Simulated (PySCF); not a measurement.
**Broadened absorption spectrum of C4H9PSi**

C₄H₉PSi.
SMILES: `C=C[C@@H]1P[C@@H]1[SiH3]`

Computed with PySCF, TDDFT B3LYP/def2-SVPD, vertical, gas phase, core orbitals frozen in the response. Isolated species at its GFN2-xTB geometry (one conformer only).

Computed states:

```tsv
state	E (eV)	f
S1	5.54	0.119
S2	5.85	0.201
S3	5.99	0.013
S4	6.28	0.123
S5	6.45	0.022
S6	6.51	0.065
S7	6.57	0.061
S8	6.66	0.017
```

Each state is given a Gaussian of 0.5 eV full width at half maximum, with ε(max) = 2.175×10⁸ f / Δν̃ (Δν̃ the width in cm⁻¹). The width is an assumption, not a result. The curve ends short of the highest state used, and states not computed would add to its high-energy end.

Q: Give the broadened spectrum and its maxima.

A: 
| λ (nm) | ε (L mol⁻¹ cm⁻¹) |
| --- | --- |
| 204.4 | 12458 |
| 206.0 | 12919 |
| 207.6 | 13465 |
| 209.1 | 13955 |
| 210.7 | 14358 |
| 212.2 | 14556 |
| 213.8 | 14537 |
| 215.3 | 14299 |
| 216.9 | 13830 |
| 218.5 | 13174 |
| 220.0 | 12425 |
| 221.6 | 11518 |
| 223.1 | 10595 |
| 224.7 | 9557 |
| 226.2 | 8557 |
| 227.8 | 7485 |
| 229.3 | 6497 |
| 230.9 | 5487 |
| 232.5 | 4545 |
| 234.0 | 3740 |
| 235.6 | 2978 |
| 237.1 | 2361 |
| 238.7 | 1806 |
| 240.2 | 1380 |
| 241.8 | 1015 |
| 243.3 | 748 |
| 244.9 | 530 |
| 246.5 | 368 |
| 248.0 | 258 |
| 249.6 | 173 |
| 251.1 | 118 |
| 252.7 | 77 |
| 254.2 | 50 |
| 255.8 | 32 |
| 257.4 | 20 |
| 258.9 | 13 |

Maxima: 213 nm (5.82 eV), ε about 15000, made up of S1 (18%) and S2 (74%) (ε in L mol⁻¹ cm⁻¹; maxima over ε = 5, shares over 10%).

Q: Coming from long wavelengths, where does ε first pass 100 L mol⁻¹ cm⁻¹?

A: At about 252 nm (4.93 eV), 0.61 eV below S1.

Q: On this curve, what absorbance would a 10⁻⁵ mol/L sample give at 222 nm over a 1 cm path?

A: 222 nm is 5.585 eV, where ε is about 11000 L mol⁻¹ cm⁻¹, so A = ε c l ≈ 0.11 (Beer–Lambert, with the gas-phase spectrum and the assumed width).

Q: What would ε be at 5.82 eV, the highest of these maxima, with half the width (0.25 eV)?

A: About 21400 L mol⁻¹ cm⁻¹ against 14600, a factor of about 1.5; a lone state at its own centre would give exactly 2.
